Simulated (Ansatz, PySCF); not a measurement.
Gas-phase reaction in SMILES: [S]S → [S-]S (an electron is taken up)
Each molecule is optimised on its own at B3LYP-D3(BJ)/def2-TZVP (Ansatz, a first-principles code).

Property: adiabatic electron affinity (0 K, with B3LYP-D3(BJ) harmonic zero-point energies from PySCF), positive where the reaction releases energy, in eV. Valence correlation only, unless marked. UHF or UKS for open shells. No spin-orbit coupling. No relativistic terms. Anions need diffuse functions: aug- sets have them; def2-D sets add few; the other sets have none. CBS marks a two-point X^-3 extrapolation of the correlation energy; Hartree-Fock from the larger set.

CCSD(T)/CBS(def2-TZVPPD,def2-QZVPPD) (Ansatz) gives 1.94 eV.

### Question
Another calculation gave 1.80 eV. Which level was it?
A. BLYP/def2-TZVPD (Ansatz)
B. B2GP-PLYP/def2-TZVPD (Ansatz)
C. HF/def2-TZVPD (PySCF)

### Answer
B, B2GP-PLYP/def2-TZVPD (Ansatz). The others give 1.68 (BLYP), 0.94 (HF) eV.
